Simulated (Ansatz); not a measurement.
The cluster Ag3Cl4⁻, relaxed as a singlet with RKS PBE-D4/def2-SVPD in Ansatz, starting from the GFN1-xTB geometry. Force threshold 0.02 eV/Å.

In the def2 sets Ag takes a core potential; there is no spin–orbit coupling. The relaxation made no stability test and no search for a lower SCF solution. No other spin state of charge -1 was run. Another isomer (singlet) lies 0.29 eV lower at PBE0-D4/def2-TZVPD; other spin states weren't run for this one.

Start:

```xyz
7

Ag    1.8595    1.3107    0.5907
Ag   -1.0634   -1.8381    0.5001
Ag    0.0404    1.7740   -1.5324
Cl    1.1545   -0.7724    1.4908
Cl   -2.4597   -3.6844    1.3053
Cl   -1.4052   -0.1091   -1.4819
Cl    1.8738    3.3193   -0.8726
```

| step | energy (eV) | largest force component (eV/Å) | SCF passes |
| --- | --- | --- | --- |
| 1 | -62063.4416 | 0.344 | 18 |
| 2 | -62063.5173 | 0.133 | 19 |
| 3 | -62063.5306 | 0.050 | 19 |
| 4 | -62063.5327 | 0.017 | 19 |

Force components are those of the run's own axes.

End:

```xyz
7

Ag    1.773    1.192    0.619
Ag   -0.960   -1.594    0.466
Ag   -0.032    1.658   -1.482
Cl    1.310   -0.848    1.700
Cl   -2.294   -3.469    1.208
Cl   -1.590   -0.098   -1.673
Cl    1.792    3.161   -0.838
```

By distances, no bond broke or formed. The bond that changes most is Ag3–Cl7, from 2.49 to 2.45 Å (atoms count from 1).

No frequencies were taken in this run, so the end may be a saddle point.

It took 12 s on 4 threads of Arm Neoverse V2 on a shared host.
